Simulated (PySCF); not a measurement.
Compound: BH2(CF3), CH2BF3.
Structure used (PBE0-D3(BJ)/def2-SVP), in Å, numbered top down from 1:
```xyz
7
CH2BF3 angstrom
B      0.450    0.831    0.157
H      1.646    0.824    0.262
H     -0.194    1.845    0.117
C     -0.307   -0.560   -0.045
F      0.302   -1.611    0.511
F     -0.323   -0.757   -1.383
F     -1.573   -0.572    0.381
```

Method used: PySCF 2.14.0, density-fitted response routines, TDDFT CAM-B3LYP/def2-SVPD, vertical, gas phase, core orbitals frozen in the response.

Frontier orbitals with the atoms that hold most of them (Löwdin shares over 4%, at most four atoms; ? is withheld):

```
orbital  ε (eV)                           atoms
 LUMO+2    2.11  C4 26%, B1 18%, F7 14%, F5 14%
 LUMO+1    1.10            B1 72%, H2 7%, H3 7%
   LUMO       ?                               ?
   HOMO  -11.78                               ?
 HOMO-1  -12.30   B1 44%, H3 21%, H2 21%, F5 5%
 HOMO-2  -13.56          F5 35%, F7 35%, F6 29%
 HOMO-3  -14.24          F6 50%, F7 24%, F5 20%
```

(1) Which atoms hold the HOMO, and with what shares?

(2) Give the leading atoms of the LUMO.

(3) What is the LUMO energy, and the HOMO–LUMO gap?

## Answers

(1) B1 (bonded to C and 2 H) 27%; C4 (bonded to B and 3 F) 20%; F6 (bonded to C) 15%; F7 (bonded to C) 14%. By element: fluorine 29% or more, boron 27%, carbon 20%.

(2) B1 (bonded to C and 2 H) 57%; H2 (bonded to B) 10%; H3 (bonded to B) 10%; C4 (bonded to B and 3 F) 10%. By element: boron 57%, hydrogen 20%, carbon 10%.

(3) ε(LUMO) = -1.67 eV; the gap is 10.12 eV (0.3718 hartree).

Task: How does S1 compare with the orbital gap of 10.12 eV?

Result: S1 is at 5.75 eV (f = 0.0002), 4.37 eV below the gap, made of HOMO→LUMO (97%). Without the coupling terms of the response equations the lowest excitation would equal the gap.

Task: One configuration dominates each of S1, S2 and S3. Which, and how do the shares of the two leading atoms of either orbital change from the occupied to the empty one?

Result: 
- S1 (5.75 eV, f 0.0002), HOMO→LUMO (97%): B1 27% → 57%, C4 20% → 10%, H2 at most 15% → 10%
- S2 (5.89 eV, f 0.0000), HOMO-1→LUMO (98%): B1 44% → 57%, H3 21% → 10%, H2 21% → 10%
- S3 (8.33 eV, f 0.0031), HOMO-2→LUMO (98%): F5 35% → at most 10%, F7 35% → at most 10%, B1 at most 1% → 57%, H2 at most 1% → 10%

Löwdin shares depend on the basis, the more so with diffuse functions.
